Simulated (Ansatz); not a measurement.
A nudged elastic band was laid between two geometries of ClF5W + ClH (9 atoms, charge 0, multiplicity 1).

Method: RKS PBE-D4/def2-SVP (Ansatz 0.2.0).

```json
{"movable images": "4", "climbing image": "no", "spring": "5.0 eV/Å²", "optimiser": "quadratic models (default)", "start path": "through a guess of the saddle point", "force threshold": "0.05 eV/Å", "iteration limit": "60", "end points": "relaxed"}
```

Image 0:

```xyz
9
Properties=species:S:1:pos:R:3
W -0.151 -0.150 -0.255
F 0.042 0.060 1.607
F 1.704 -0.154 -0.398
F -0.183 1.704 -0.412
F -1.999 -0.155 -0.003
F -0.129 -1.995 0.010
Cl -0.393 -0.412 -2.513
Cl 2.310 2.366 2.131
H 1.441 1.487 2.531
```

Image 5:

```xyz
9
Properties=species:S:1:pos:R:3
W 0.341 0.342 -0.477
F -0.245 -0.226 3.082
F 1.945 0.114 -1.406
F 0.095 1.942 -1.409
F -1.246 0.650 0.445
F 0.660 -1.241 0.446
Cl -0.797 -0.811 -2.104
Cl 1.507 1.523 1.169
H 0.382 0.458 2.952
```

(1) What changes between the two ends?

(2) Give the energies along the band, and the barrier.

(3) What is the geometry of the highest image?

The band took 28 iterations and of the order of 16 core-minutes.

Results:

(1) Bonds broken: W1–F2, Cl8–H9. Bonds formed: W1–Cl8, F2–H9. ClF5W + ClH becomes Cl2F4W + FH.

(2) It converged. The highest image is number 3 of 0 to 5, 74.7 kJ/mol above the first end and 30.8 kJ/mol above the last; the last end lies 43.9 kJ/mol above the first. No image climbed, so the highest image needn't sit at the top of the path. The orbitals stay closed-shell, which can raise the energy where a bond breaks towards radicals; this wasn't checked here.

| image | path coordinate (Å) | energy (kJ/mol) | W1–F2 (Å) | Cl8–H9 (Å) | W1–Cl8 (Å) |
| --- | --- | --- | --- | --- | --- |
| 0 | 0.00 | 0.0 | 1.88 | 1.30 | 4.25 |
| 1 | 1.34 | 5.6 | 1.89 | 1.30 | 4.03 |
| 2 | 2.69 | 63.7 | 1.97 | 1.34 | 2.95 |
| 3 | 4.03 | 74.7 | 2.90 | 2.23 | 2.39 |
| 4 | 5.38 | 48.0 | 3.83 | 2.26 | 2.34 |
| 5 | 6.73 | 43.9 | 3.65 | 2.36 | 2.34 |

(3) 
```xyz
9
Properties=species:S:1:pos:R:3
W 0.170 0.361 -0.278
F 0.560 -0.512 2.457
F 1.967 -0.120 -0.385
F -0.040 1.916 -1.304
F -1.509 0.670 0.464
F -0.185 -1.403 0.197
Cl -0.211 -0.501 -2.400
Cl 1.016 2.001 1.234
H 0.875 0.341 2.712
```

Time of the run: 4.3 min on 4 threads of Arm Neoverse V2 (shared host), peak memory 0.25 GiB.
